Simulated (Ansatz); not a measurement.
Two spin states of SeF, each at its own minimum; 2S+1 = 2, 4 were tried, and the measured ground state has 2. No spin–orbit coupling. Se is treated without relativity.

Each state is the lowest solution found for its spin in def2 and cc sets.

Run with Ansatz (a quantum-chemistry and plane-wave program) with Gaussian orbitals. 

Problem. One of these levels gives 42.86 kcal/mol for the energy of the multiplicity-4 state above the multiplicity-2 state. Which one is it?
A) PBE/def2-TZVPP
B) wB97X-V/def2-TZVPP
C) PBE0/def2-TZVPP

Solution. B, wB97X-V/def2-TZVPP. The others give 32.89 (PBE/def2-TZVPP), 36.59 (PBE0/def2-TZVPP)
